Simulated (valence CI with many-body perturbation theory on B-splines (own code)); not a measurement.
Values are calculated unless marked as measured or tabulated.
## Run record, Mn IV

Level of theory: configuration interaction combined with many-body perturbation theory (CI+MBPT): four valence electrons over a frozen Dirac-Fock core [Ar], a basis of 6 s, 6 p, 5 d, 5 f, 1 g functions for each j, with the one-electron correlation potential Σ1 (screened to all orders), the two-electron term Σ2, the three-electron term Σ3, Breit, model QED; selected single and double excitations, second order for the rest, scaled by the run's own slope (own B-spline code, finite nucleus).

Command, and the settings that its task file holds:

```sh
python run_cv.py task.json out
```

```
atom Mn  Z=25  mass_number=55  rms_radius_fm=3.7057
core [Ar]
valence 3d4
avg = 1
basis = S
breit = 1
cap = 10000
capref = 1200
cscale = 1
de = 0.0
dress = 0
eps = 2e-07
extrap = 1
h = 0.27
hh = 1
l2 = 3
lcore = 6
maxit = 60
n2 = 5
natural = 1
nlev = 21
nno = [3, 3, 3, 3, 1]
nroot = 26
nsp = [3, 3, 2, 2, 0]
pt2 = 1
qed = 1
rpa = 1
s1 = 1
s2 = 1
s3 = 1
screen = 1
tol = 2e-05
whole = 1
```

It took 17 s on 1 thread of Intel(R) Xeon(R) 6975P-C (Granite Rapids), on a shared host.

Log. The first blocks belong to the next ion, which gives the ionisation energy. Fields: 2J, parity (1 odd), roots, reference size, generating configurations, candidates as configurations/state functions, variational space P, stored matrix elements, Davidson steps; e2 is the range of second-order energies in hartree. The first line gives the box (bohr), its intervals, the orbitals and the steps of their self-consistent field. Window is the range of levels sought, series limit the energy at which the first omitted orbital would enter, core excitation an estimate of the first excitation out of the core, left out the lowest levels not solved, and shifts from estimates the range by which levels moved from their first estimate, all in cm⁻¹.

```
rmax 17.7 intervals 65 orbitals 40 references ['3d4', '3d3 4s', '3d3 4p'] scf 6 t 0.9
2J=3 par=0 roots 2 ref 32 generators 10 cand 283/786 P 303/818 nnz 0 it 0
2J=3 par=0 roots 2 ref 32 generators 22 cand 313/825 P 616/1643 nnz 0 it 6
   second order: generators 32 cand 3351/7662 e2 -0.00007 -0.00005
2J=5 par=0 roots 2 ref 34 generators 8 cand 276/887 P 295/921 nnz 0 it 0
2J=5 par=0 roots 2 ref 34 generators 19 cand 268/877 P 563/1798 nnz 0 it 6
   second order: generators 31 cand 3743/9689 e2 -0.00008 -0.00007
2J=7 par=0 roots 2 ref 25 generators 6 cand 329/951 P 343/976 nnz 0 it 0
2J=7 par=0 roots 2 ref 25 generators 15 cand 343/952 P 686/1928 nnz 0 it 7
   second order: generators 26 cand 3370/9107 e2 -0.00013 -0.00006
reference levels 507, estimated 25, window 32063 1/cm; series limit 315267, core excitation 357882
2J=0 par=0 roots 3 ref 21 generators 4 cand 0/0 P 1014/1834 nnz 0 it 2
2J=0 par=0 roots 3 ref 21 generators 12 cand 366/874 P 1380/2708 nnz 9.8e+05 it 8
   second order: generators 94 cand 19992/44556 e2 -0.00029 -0.00011
2J=2 par=0 roots 3 ref 44 generators 3 cand 96/400 P 627/2912 nnz 2e+06 it 4
2J=2 par=0 roots 3 ref 44 generators 7 cand 373/1665 P 1000/4577 nnz 4.3e+06 it 8
   second order: generators 91 cand 20291/119568 e2 -0.00043 -0.00022
2J=4 par=0 roots 5 ref 64 generators 4 cand 147/1001 P 537/3536 nnz 2.9e+06 it 5
2J=4 par=0 roots 5 ref 64 generators 8 cand 510/3111 P 1047/6647 nnz 9e+06 it 9
   second order: generators 96 cand 18698/164750 e2 -0.00054 -0.00022
2J=6 par=0 roots 5 ref 58 generators 3 cand 103/858 P 464/3368 nnz 2.8e+06 it 7
2J=6 par=0 roots 5 ref 58 generators 6 cand 523/3553 P 987/6921 nnz 1e+07 it 9
   second order: generators 78 cand 18403/179438 e2 -0.00056 -0.00022
2J=8 par=0 roots 5 ref 50 generators 4 cand 110/952 P 508/3386 nnz 2.8e+06 it 5
2J=8 par=0 roots 5 ref 50 generators 5 cand 476/3056 P 984/6442 nnz 9.1e+06 it 9
   second order: generators 94 cand 18428/171647 e2 -0.00045 -0.00023
2J=10 par=0 roots 2 ref 29 generators 2 cand 84/540 P 539/3034 nnz 2.3e+06 it 4
2J=10 par=0 roots 2 ref 29 generators 7 cand 296/1584 P 835/4618 nnz 4.9e+06 it 6
   second order: generators 63 cand 16476/138543 e2 -0.00044 -0.00039
2J=12 par=0 roots 2 ref 15 generators 2 cand 0/0 P 596/2489 nnz 0 it 1
2J=12 par=0 roots 2 ref 15 generators 6 cand 270/1176 P 866/3665 nnz 3.1e+06 it 6
   second order: generators 49 cand 13115/89501 e2 -0.00033 -0.00031
left out: unestimated 54854, estimated none, shifts from estimates -73 to 0
operators 0.9
```

The Davidson iterations converged.

Set against measurement, 19 paired levels are off by 402 cm⁻¹ on average, the worst by 941. These come from a selection out of Corliss and Sugar, J. Phys. Chem. Ref. Data 6, 1253 (1977). Levels without a partner in it may be off by more, other configurations by 1,000 to 8,000 cm⁻¹. Only levels of the ground parity were solved; by the run's estimate the other parity begins above the list, which can be wrong where configurations are misplaced.

- Valence energy: -12.40257 hartree
- Ionisation energy: 50.522 eV (NIST: 51.21 ± 0.12 eV (semi-empirical))
- Reference configurations for the orbitals: 3d4, 3d3 4s, 3d3 4p
- Radial orbitals: 40
- Box radius: 17.7 bohr
- Largest variational space: 6921
- Lowest levels: 3d⁴ ⁵D_0 0.0, 3d⁴ ⁵D_1 91.2, 3d⁴ ⁵D_2 273, 3d⁴ ⁵D_3 533, 3d⁴ ⁵D_4 860, 3d⁴ ³H_4 20353, 3d⁴ ³H_5 20537, 3d⁴ ³H_6 20738, 3d⁴ ³P_0 21371, 3d⁴ ³P_1 21964, 3d⁴ ³F_2 22904, 3d⁴ ³F_3 22957, 3d⁴ ³P_2 22979, 3d⁴ ³F_4 23048 cm⁻¹
